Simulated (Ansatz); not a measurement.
Ansatz (a first-principles code) input (PBE0/6-31G*):

Ansatz 0.2 input:
```yaml
crystal:
  periodic: [false, false, false]
  atoms:
    - {symbol: F, position_ang: [1.84060861, -1.22995745, 0.10393727]}
    - {symbol: C, position_ang: [0.72931948, -0.49461025, 0.04085855]}
    - {symbol: C, position_ang: [0.83001210, 0.88725786, 0.11154435]}
    - {symbol: C, position_ang: [-0.37501229, 1.56393237, 0.03773131]}
    - {symbol: N, position_ang: [-1.54853885, 0.93630201, -0.09186178]}
    - {symbol: C, position_ang: [-1.49766980, -0.38777068, -0.14685400]}
    - {symbol: N, position_ang: [-0.39769533, -1.14507495, -0.08573819]}
    - {symbol: H, position_ang: [1.78145474, 1.38670544, 0.21619066]}
    - {symbol: H, position_ang: [-0.40449416, 2.64668681, 0.08374828]}
    - {symbol: H, position_ang: [-2.43869569, -0.91522044, -0.25185587]}
basis:
  gaussian:
    orbitals: 6-31G*
hamiltonian:
  xc: {name: PBE0}
```

Output:

```
Functional definition: PBE0
integrals: 0.06 GiB planned
1314 factors; their error is unknown
0.20 GiB of the device are held for the grids
0.48 GiB of device memory are held for the factors and their scratch space
mean field: 0.37 GiB planned
mean field evaluation 1: about -9877.7269 eV, gradient 4.8e1 eV
mean field evaluation 2: about -9875.3490 eV, gradient 5.8e1 eV
mean field evaluation 4: about -9882.4238 eV, gradient 3.6e0 eV
mean field evaluation 8: about -9882.4515 eV, gradient 1.6e-1 eV
mean field evaluation 16: about -9882.4102 eV, gradient 3.7e-4 eV
mean field -9882.41016398 eV, -363.1718749881 hartree, gradient 3.5e-5 eV, S^2 0.000000; 0 other end points of the search recorded, 0 dependent functions left out
reference -9882.41017938 eV, -363.1718755541 hartree; 25, 25 occupied and 86, 86 virtual orbitals, 1314 factors
Total energy: -9882.41017938 eV, -363.1718755541 hartree
```
